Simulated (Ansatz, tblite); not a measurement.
Removing an electron: Ga(NH3)F3 (GaNF₃H₃). Total charge 0; singlet. Geometry: PBE-D4/def2-SVP. Ansatz, gas phase; energy differences of separate SCF runs; the oxidised species was run as a doublet alone.

| atom | x (Å) | y (Å) | z (Å) |
| --- | --- | --- | --- |
| Ga1 | -0.358 | 0.996 | 0.036 |
| N2 | 0.344 | -0.958 | -0.034 |
| H3 | 1.323 | -0.972 | -0.355 |
| H4 | -0.225 | -1.517 | -0.684 |
| H5 | 0.296 | -1.386 | 0.901 |
| F6 | -1.716 | 0.868 | -1.097 |
| F7 | 1.087 | 1.856 | -0.525 |
| F8 | -0.751 | 1.113 | 1.760 |

The xTB rows come from tblite. HOMO above LUMO, or a gap near zero within one spin, warns that the state may not be the lowest or that an electron is smeared out.

```json
{"level": "GFN1-xTB", "−HOMO (eV)": "13.08", "vertical IE (eV)": "16.52", "−LUMO (eV)": "7.17", "HOMO–LUMO gap (eV)": "5.91", "remarks": "–"}
{"level": "PBE-D4/def2-TZVP", "−HOMO (eV)": "8.25", "vertical IE (eV)": "11.76", "−LUMO (eV)": "1.76", "HOMO–LUMO gap (eV)": "6.49", "remarks": "gap within one spin near zero (+1 doublet)"}
{"level": "r2SCAN-D4/def2-TZVP", "−HOMO (eV)": "8.74", "vertical IE (eV)": "12.09", "−LUMO (eV)": "1.18", "HOMO–LUMO gap (eV)": "7.56", "remarks": "–"}
```

**Question.** Estimate the rows for GFN2-xTB, PBE0-D4/def2-TZVP.

**Answer.** 
```tsv
level	−HOMO (eV)	vertical IE (eV)	−LUMO (eV)	HOMO–LUMO gap (eV)
GFN2-xTB	13.13	16.71	7.47	5.66
PBE0-D4/def2-TZVP	10.33	12.66	0.85	9.48
```

  Raw xTB energy differences between charge states are shifted by several eV; the methods need an empirical correction for them.
